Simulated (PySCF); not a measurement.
## Telling isomers of C$_{6}$H$_{7}$N$_{3}$O apart by NMR

[PySCF 2.14: geometry: GFN2-xTB; GIAO PBE0/pcSseg-1 shieldings; isolated molecule; rapidly exchanging positions averaged; no relativistic terms; single conformer]

Chemical shifts δ = σref − σ; $^{1}$H, $^{13}$C against TMS, all at this level. Where no couplings were computed, multiplicities follow the n + 1 count of equivalent neighbours, and m marks all less simple cases (inequivalent or close neighbours, rings, F or P nearby). Shifts are as computed. Against solution values, carbons near 30 ppm lie about +3 ppm off and those near 130 ppm about +5 ppm (rms about the fit 2.1 ppm; single classes can miss by 10 ppm). Of 1328 compounds with measured shifts, 309 miss one by over three times the rms of a fit or turn the order of signals round; such compounds aren't used in these exercises. Signals without a measured value on file couldn't be tested in this way; 1H shifts scatter by 0.2 ppm about their fit, and single ones miss by 0.5 ppm.

(1) Tabulate the signals of `O=Cc1nncn1C1CC1`, `CC(=O)c1nncnc1C` and their relative energies.

(2) What is the quickest way to tell O=Cc1nncn1C1CC1 from CC(=O)c1nncnc1C?

Results:

(1) 
```json
{"SMILES": "O=Cc1nncn1C1CC1", "carbon types": "1×C 3×CH 2×CH2", "δC": "189.7, 158.3, 143.5, 29.3, 10.5", "δH": "10.43 (s, 1H), 7.81 (s, 1H), 4.53 (m, 1H), 1.20 (m, 2H), 0.91 (m, 2H)", "E rel. (kcal/mol)": "12.9"}
{"SMILES": "CC(=O)c1nncnc1C", "carbon types": "3×C 1×CH 2×CH3", "δC": "208.1, 167.4, 162.8, 156.9, 31.6, 28.4", "δH": "9.94 (s, 1H), 3.15 (s, 3H), 3.12 (s, 3H)", "E rel. (kcal/mol)": "0.0"}
```

Energies are electronic energies at PBE0/pcSseg-1 on these geometries, without zero-point or thermal terms, each for the one conformer computed, which needn't be the lowest.

(2) Count the carbon signals: 5 against 6. The first has a three-membered-ring carbon (CH) at 29.3 ppm, the second a methyl carbon α to a carbonyl (CH3) at 31.6 ppm. Their most deshielded carbons lie at 189.7 and 208.1 ppm. In the proton spectra the most deshielded non-exchanging signals are 10.43 (s, 1H) and 9.94 (s, 1H).
